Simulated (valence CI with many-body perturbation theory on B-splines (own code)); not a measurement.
# Energy levels of Ba⁵¹⁺

Calculated by configuration interaction combined with many-body perturbation theory (CI+MBPT): three valence electrons over a frozen Dirac-Fock core [He], radial functions for each j: 11 s, 11 p, 9 d, 7 f, 5 g, 2 h, 1 i, with the one-electron correlation potential Σ1 (screened to all orders), the two-electron term Σ2, the three-electron term Σ3, Breit, model QED; selected single and double excitations, second order for the rest (own B-spline code, finite nucleus).

The last digits are not significant, and no measured levels were compared; by estimate large intervals hold to a few tenths of a per cent, small ones and those within an open d or f shell to about a per cent.

Levels 91 to 102 of 102, with energies above the lowest level, (2s^2 2p1/2) J=1/2. "Leading %" is the weight of the configuration and term that name the level; weights of strongly mixed levels are sums over their largest components and can fall short. In the jj column 3d3/2^4 stands for four electrons in 3d with j = 3/2. Lifetimes count E1, E2, E3, M1 and M2 decay at the calculated energies, and are blank where another channel may lead or the interval is too uncertain; long ones can be off by a factor of two.

| No. | Configuration | Term | J | E (eV) | Leading % | Lifetime | Leading jj | Second component |
| --- | --- | --- | --- | --- | --- | --- | --- | --- |
| 91 | 2p2 3p | 2P° | 1/2 | 6573.5 | 86 | 6.88 fs | 2p1/2 2p3/2 3p3/2 (99 %) | 8 % 2p2 3p 4D° |
| 92 | 2p2 3d | 2G | 7/2 | 6579.4 | 48 | 355 fs | 2p1/2 2p3/2 3d3/2 (96 %) | 26 % 2p2 3d 4F |
| 93 | 2p2 3d | 2D | 5/2 | 6591.5 | 32 | 1.86 fs | 2p1/2 2p3/2 3d3/2 (88 %) | 31 % 2p2 3d 2F |
| 94 | 2p2 3d | 2D | 3/2 | 6596.5 | 46 | 1.91 fs | 2p1/2 2p3/2 3d3/2 (91 %) | 23 % 2p2 3d 2P |
| 95 | 2p2 3d | 4D | 7/2 | 6597.7 | 47 | 56.5 fs | 2p1/2 2p3/2 3d5/2 (99 %) | 36 % 2p2 3d 4F |
| 96 | 2p2 3d | 4P | 1/2 | 6604.3 | 36 | 1.53 fs | 2p1/2 2p3/2 3d3/2 (99 %) | 33 % 2p2 3d 2P |
| 97 | 2p2 3d | 2P | 3/2 | 6613.2 | 37 | 2.17 fs | 2p1/2 2p3/2 3d5/2 (91 %) | 36 % 2p2 3d 4P |
| 98 | 2p2 3d | 2G | 9/2 | 6613.5 | 62 | 480 fs | 2p1/2 2p3/2 3d5/2 (100 %) | 38 % 2p2 3d 4F |
| 99 | 2p2 3d | 2F | 5/2 | 6614.6 | 41 | 1.97 fs | 2p1/2 2p3/2 3d5/2 (91 %) | 28 % 2p2 3d 4D |
| 100 | 2p2 3d | 2D | 5/2 | 6629.2 | 60 | 1.36 fs | 2p1/2 2p3/2 3d5/2 (96 %) | 23 % 2p2 3d 4P |
| 101 | 2p2 3d | 2F | 7/2 | 6634.6 | 66 | 1.33 fs | 2p1/2 2p3/2 3d5/2 (96 %) | 17 % 2p2 3d 2G |
| 102 | 2p2 3d | 2D | 3/2 | 6638.6 | 59 | 1.98 fs | 2p1/2 2p3/2 3d5/2 (99 %) | 29 % 2p2 3d 2P |
